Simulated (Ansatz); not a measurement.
`[SiH3][O][Sn][Br]`. Total charge 0; spin multiplicity 1. Sn: def2 effective core potential.

Z-matrix (Å, degrees):
```
Si
O 1 1.642
H 1 1.487 2 111.0
H 1 1.487 2 108.3 3 119.4
H 1 1.487 2 111.0 3 -121.2
Sn 2 1.964 1 140.4 3 60.5
Br 6 2.536 2 97.5 1 -0.0
```

Q: List the harmonic frequencies (cm⁻¹, unscaled) at PBE0-D4/def2-TZVP in Ansatz. (Estimate.)

A: Computed: 57, 75, 89, 170, 237, 442, 724, 726, 949, 956, 956, 990, 2217, 2217, 2222.

Q: Is this a minimum?

A: Yes, all 15 modes are real.

Q: Give the ideal-gas thermochemistry at 298.15 K and 1 bar (rigid rotor, harmonic oscillator; point group Cs, symmetry number 1).

A: Zero-point energy 77.9 kJ/mol; H(298) − E = 98.7 kJ/mol; entropy 378.2 J/(mol·K), of which translation 177.5, rotation 124.0, vibration 76.7; G(298) − E = -14.1 kJ/mol. Modes under 100 cm⁻¹ are hindered rotations or soft bends, so the harmonic entropy is rough.

Q: And at 400, 500, 600, 800 and 1000 K?

A: 
| T (K) | H − E (kJ/mol) | S (J/mol/K) | G − E (kJ/mol) |
| --- | --- | --- | --- |
| 400 | 108.7 | 407.1 | -54.1 |
| 500 | 119.6 | 431.4 | -96.1 |
| 600 | 131.3 | 452.6 | -140.3 |
| 800 | 156.4 | 488.7 | -234.6 |
| 1000 | 183.3 | 518.7 | -335.4 |
